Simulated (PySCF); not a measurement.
# Atomic charges against the basis set

C3H8O2Si.
SMILES with atom numbers: `[SiH3:1][O:2][CH:3]1[CH2:4][O:5][CH2:6]1` (hydrogens: H7, H8, H9 on Si1; H10 on C3; H11, H12 on C4; H13, H14 on C6)

Cartesian coordinates in Å at the PBE0-D3(BJ)/def2-SVP level; atoms count from 1:
```xyz
14
C3H8O2Si angstrom
Si     2.3045    0.0755    0.4119
O      0.8054    0.1664   -0.3185
C     -0.3888    0.3403    0.3744
C     -1.1537   -0.9155    0.8226
O     -2.3255   -0.4864    0.1389
C     -1.6204    0.5726   -0.5024
H      3.3063    0.0344   -0.6850
H      2.5221    1.2731    1.2825
H      2.4201   -1.1532    1.2577
H     -0.2826    1.0905    1.1802
H     -1.3204   -1.0561    1.9043
H     -0.7210   -1.8403    0.3966
H     -1.4039    0.3653   -1.5664
H     -2.1372    1.5429   -0.4142
```

PBE0 throughout (PySCF), one geometry, spherical d and f functions. Geometry: PBE0-D3(BJ)/def2-SVP, one conformer, isolated molecule. Atoms taken as equivalent share a column and are averaged. The first 7 of 9 kinds of atom are listed.

Mulliken charges (e):

```
        basis  functions     Si1      O2      C3   C4/C6      O5  H7/H8/H9     H10
       STO-3G         42  +0.656  -0.366  +0.021  -0.064  -0.208    -0.120  +0.070
        6-31G         74  +0.794  -0.737  -0.012  -0.028  -0.530    -0.116  +0.176
     pcSseg-0         74  +0.768  -0.834  -0.140  -0.016  -0.703    -0.087  +0.251
       6-31G*        104  +0.567  -0.593  +0.033  -0.057  -0.504    -0.081  +0.171
      cc-pVDZ        128  +0.420  -0.420  -0.030  +0.192  -0.346    -0.062  +0.027
     def2-SVP        128  +0.542  -0.480  -0.032  +0.231  -0.422    -0.088  +0.042
  aug-cc-pVDZ        214  -0.224  -0.933  +1.015  +0.931  -0.693    +0.242  -0.423
6-311+G(2d,p)        218  +0.654  -0.586  +0.061  -0.094  -0.358    -0.065  +0.103
    def2-TZVP        240  +0.278  -0.350  +0.048  -0.020  -0.294    -0.029  +0.082
      cc-pVTZ        296  +0.256  -0.327  +0.064  +0.031  -0.283    -0.035  +0.070
     IGLO-III        299  +0.903  -0.507  +0.123  -0.060  -0.305    -0.175  +0.067
```

IAO charges (e):

| basis | functions | Si1 | O2 | C3 | C4/C6 | O5 | H7/H8/H9 | H10 |
| --- | --- | --- | --- | --- | --- | --- | --- | --- |
| STO-3G | 42 | +0.767 | -0.451 | -0.022 | -0.148 | -0.226 | -0.131 | +0.113 |
| 6-31G | 74 | +0.680 | -0.580 | +0.039 | -0.092 | -0.396 | -0.093 | +0.127 |
| pcSseg-0 | 74 | +0.678 | -0.576 | +0.033 | -0.089 | -0.394 | -0.092 | +0.128 |
| 6-31G* | 104 | +0.823 | -0.618 | +0.067 | -0.059 | -0.410 | -0.133 | +0.119 |
| cc-pVDZ | 128 | +0.812 | -0.614 | +0.068 | -0.060 | -0.407 | -0.131 | +0.119 |
| def2-SVP | 128 | +0.831 | -0.614 | +0.067 | -0.053 | -0.411 | -0.136 | +0.116 |
| aug-cc-pVDZ | 214 | +0.816 | -0.626 | +0.067 | -0.061 | -0.427 | -0.129 | +0.123 |
| 6-311+G(2d,p) | 218 | +0.850 | -0.635 | +0.065 | -0.061 | -0.429 | -0.138 | +0.124 |
| def2-TZVP | 240 | +0.862 | -0.637 | +0.068 | -0.060 | -0.427 | -0.141 | +0.123 |
| cc-pVTZ | 296 | +0.846 | -0.632 | +0.068 | -0.061 | -0.423 | -0.137 | +0.123 |
| IGLO-III | 299 | +0.859 | -0.637 | +0.066 | -0.061 | -0.429 | -0.140 | +0.124 |

Hirshfeld charges (e):

| basis | functions | Si1 | O2 | C3 | C4/C6 | O5 | H7/H8/H9 | H10 |
| --- | --- | --- | --- | --- | --- | --- | --- | --- |
| STO-3G | 42 | +0.438 | -0.235 | +0.066 | +0.036 | -0.152 | -0.084 | +0.006 |
| 6-31G | 74 | +0.380 | -0.263 | +0.051 | +0.013 | -0.197 | -0.068 | +0.037 |
| pcSseg-0 | 74 | +0.403 | -0.243 | +0.049 | +0.007 | -0.182 | -0.075 | +0.029 |
| 6-31G* | 104 | +0.362 | -0.233 | +0.051 | +0.011 | -0.181 | -0.073 | +0.039 |
| cc-pVDZ | 128 | +0.372 | -0.209 | +0.040 | -0.001 | -0.156 | -0.077 | +0.035 |
| def2-SVP | 128 | +0.380 | -0.213 | +0.042 | -0.001 | -0.166 | -0.078 | +0.036 |
| aug-cc-pVDZ | 214 | +0.386 | -0.231 | +0.030 | -0.009 | -0.171 | -0.074 | +0.043 |
| 6-311+G(2d,p) | 218 | +0.389 | -0.233 | +0.030 | -0.004 | -0.176 | -0.075 | +0.043 |
| def2-TZVP | 240 | +0.380 | -0.225 | +0.033 | -0.006 | -0.169 | -0.075 | +0.042 |
| cc-pVTZ | 296 | +0.377 | -0.220 | +0.035 | -0.007 | -0.165 | -0.075 | +0.041 |
| IGLO-III | 299 | +0.378 | -0.223 | +0.030 | -0.010 | -0.171 | -0.072 | +0.043 |

Some averages cover members that differ in this geometry, most widely: C4/C6, Mulliken in aug-cc-pVDZ +0.913 to +0.949; H7/H8/H9, IAO in 6-31G -0.105 to -0.071; H7/H8/H9, IAO in pcSseg-0 -0.103 to -0.071; H7/H8/H9, Mulliken in 6-31G -0.127 to -0.096 e.

Question: Which scheme is steadiest as the basis changes?

Answer: Largest range over the bases for any column: Hirshfeld 0.08 e, IAO 0.20 e, Mulliken 1.15 e. Hirshfeld charges move least and Mulliken charges most, counted in e. Without the minimal STO-3G basis the ranges are Hirshfeld 0.05, IAO 0.18, Mulliken 1.15 e.

Question: How much do the charges still move between the two largest bases, cc-pVTZ and IGLO-III?

Answer: At most, over all atoms: Mulliken 0.646 e, IAO 0.013 e, Hirshfeld 0.006 e.

Question: What do the same runs give for the total energy, the frontier levels and the dipole moment?

Answer: 
```json
{"basis": "STO-3G", "energy (Eh)": "-551.8018", "HOMO (eV)": "-3.93", "LUMO (eV)": "6.75", "μ (D)": "1.91"}
{"basis": "6-31G", "energy (Eh)": "-558.4549", "HOMO (eV)": "-7.03", "LUMO (eV)": "0.33", "μ (D)": "2.77"}
{"basis": "pcSseg-0", "energy (Eh)": "-557.6120", "HOMO (eV)": "-7.14", "LUMO (eV)": "0.37", "μ (D)": "2.76"}
{"basis": "6-31G*", "energy (Eh)": "-558.5939", "HOMO (eV)": "-7.09", "LUMO (eV)": "0.46", "μ (D)": "1.92"}
{"basis": "cc-pVDZ", "energy (Eh)": "-558.6270", "HOMO (eV)": "-7.13", "LUMO (eV)": "0.48", "μ (D)": "1.76"}
{"basis": "def2-SVP", "energy (Eh)": "-558.3279", "HOMO (eV)": "-7.22", "LUMO (eV)": "0.51", "μ (D)": "1.89"}
{"basis": "aug-cc-pVDZ", "energy (Eh)": "-558.6512", "HOMO (eV)": "-7.37", "LUMO (eV)": "-0.25", "μ (D)": "1.79"}
{"basis": "6-311+G(2d,p)", "energy (Eh)": "-558.7123", "HOMO (eV)": "-7.40", "LUMO (eV)": "-0.21", "μ (D)": "1.83"}
{"basis": "def2-TZVP", "energy (Eh)": "-558.7391", "HOMO (eV)": "-7.38", "LUMO (eV)": "0.05", "μ (D)": "1.71"}
{"basis": "cc-pVTZ", "energy (Eh)": "-558.7296", "HOMO (eV)": "-7.33", "LUMO (eV)": "0.17", "μ (D)": "1.67"}
{"basis": "IGLO-III", "energy (Eh)": "-558.7437", "HOMO (eV)": "-7.39", "LUMO (eV)": "0.09", "μ (D)": "1.75"}
```

The dipole is fixed by the density alone, so its range of 1.10 D shows that the density itself changes with the basis, not only its division among atoms.
